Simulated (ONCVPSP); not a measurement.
**Logarithmic derivatives: Te, ONCV**

```
Element                 : Te (Z = 52)
Generator               : ONCVPSP 4.0.1
Type                    : optimised norm-conserving Vanderbilt (ONCV)
Functional              : PBEsol
Relativity              : scalar-relativistic
Frozen core             : [Ar] 3d10
Valence charge          : 24
Reference configuration : 4s2 4p6 4d10 5s2 5p2 (charge +2)
Partial waves           : 4s+5s: rc 1.15 bohr, ncon 3, nbas 6, qcut 12 1/bohr, 2 projectors; 4p+5p: rc 1.30 bohr, ncon 5, nbas 9, qcut 11.3 1/bohr, 2 projectors; 4d: rc 0.90 bohr, ncon 4, nbas 8, qcut 9.5 1/bohr, local; f scattering state at 0.12 Ha: rc 1.25 bohr, ncon 4, nbas 8, qcut 10.1 1/bohr, 1 projector
Local potential         : the d channel
Core correction         : Teter function, fcfact 5, rcfact 1
```

The phase is arctan(r·R′/R) of the radial function R(r), unwrapped; energies in Ha, scanned from -8 to 5 Ha. A pole is an energy at which the radial function vanishes at the test radius. The pseudo phase is shifted by a multiple of π to meet the all-electron one at the reference energy, and phase errors are pseudo minus all-electron; the curves can meet again beyond the range given. Levels narrower than the energy grid can be missing from the lists of poles.

```
channel  radius (bohr)  reference energy (Ha)  poles, all-electron  poles, pseudo  unbroken range about the reference energy with phases within 0.05 rad  phase error 1 Ha above the reference energy (rad)
      s           1.17                  -1.21                -5.47          -5.47                                                        the whole range                                             -0.000
      p           1.32                  -0.82                -4.12          -4.12                                                        the whole range                                             +0.000
      d           0.91                  -2.24                 4.66           4.59                                                        the whole range                                             -0.000
      f           1.27                   0.12                 2.72           2.93                                                              below 3.7                                             +0.006
```

Phases in the s channel:

```json
{"E (Ha)": "-7.96", "all-electron": "-0.324", "pseudo": "-0.324"}
{"E (Ha)": "-7.60", "all-electron": "-0.794", "pseudo": "-0.794"}
{"E (Ha)": "-7.24", "all-electron": "-1.094", "pseudo": "-1.094"}
{"E (Ha)": "-6.88", "all-electron": "-1.275", "pseudo": "-1.275"}
{"E (Ha)": "-6.52", "all-electron": "-1.390", "pseudo": "-1.390"}
{"E (Ha)": "-6.16", "all-electron": "-1.470", "pseudo": "-1.470"}
{"E (Ha)": "-5.80", "all-electron": "-1.529", "pseudo": "-1.529"}
{"E (Ha)": "-5.44", "all-electron": "-1.575", "pseudo": "-1.575"}
{"E (Ha)": "-5.08", "all-electron": "-1.613", "pseudo": "-1.613"}
{"E (Ha)": "-4.72", "all-electron": "-1.646", "pseudo": "-1.646"}
{"E (Ha)": "-4.36", "all-electron": "-1.675", "pseudo": "-1.675"}
{"E (Ha)": "-4.00", "all-electron": "-1.702", "pseudo": "-1.702"}
{"E (Ha)": "-3.64", "all-electron": "-1.727", "pseudo": "-1.727"}
{"E (Ha)": "-3.28", "all-electron": "-1.752", "pseudo": "-1.752"}
{"E (Ha)": "-2.92", "all-electron": "-1.778", "pseudo": "-1.778"}
{"E (Ha)": "-2.56", "all-electron": "-1.804", "pseudo": "-1.804"}
{"E (Ha)": "-2.20", "all-electron": "-1.831", "pseudo": "-1.831"}
{"E (Ha)": "-1.84", "all-electron": "-1.861", "pseudo": "-1.861"}
{"E (Ha)": "-1.48", "all-electron": "-1.893", "pseudo": "-1.893"}
{"E (Ha)": "-1.12", "all-electron": "-1.929", "pseudo": "-1.929"}
{"E (Ha)": "-0.76", "all-electron": "-1.972", "pseudo": "-1.972"}
{"E (Ha)": "-0.40", "all-electron": "-2.021", "pseudo": "-2.021"}
{"E (Ha)": "-0.04", "all-electron": "-2.080", "pseudo": "-2.080"}
{"E (Ha)": "0.32", "all-electron": "-2.152", "pseudo": "-2.152"}
{"E (Ha)": "0.68", "all-electron": "-2.243", "pseudo": "-2.243"}
{"E (Ha)": "1.04", "all-electron": "-2.359", "pseudo": "-2.359"}
{"E (Ha)": "1.40", "all-electron": "-2.509", "pseudo": "-2.510"}
{"E (Ha)": "1.76", "all-electron": "-2.701", "pseudo": "-2.702"}
{"E (Ha)": "2.12", "all-electron": "-2.937", "pseudo": "-2.939"}
{"E (Ha)": "2.48", "all-electron": "-3.202", "pseudo": "-3.205"}
{"E (Ha)": "2.84", "all-electron": "-3.463", "pseudo": "-3.468"}
{"E (Ha)": "3.20", "all-electron": "-3.692", "pseudo": "-3.696"}
{"E (Ha)": "3.56", "all-electron": "-3.875", "pseudo": "-3.880"}
{"E (Ha)": "3.92", "all-electron": "-4.017", "pseudo": "-4.022"}
{"E (Ha)": "4.28", "all-electron": "-4.127", "pseudo": "-4.131"}
{"E (Ha)": "4.64", "all-electron": "-4.213", "pseudo": "-4.217"}
{"E (Ha)": "5.00", "all-electron": "-4.280", "pseudo": "-4.284"}
```
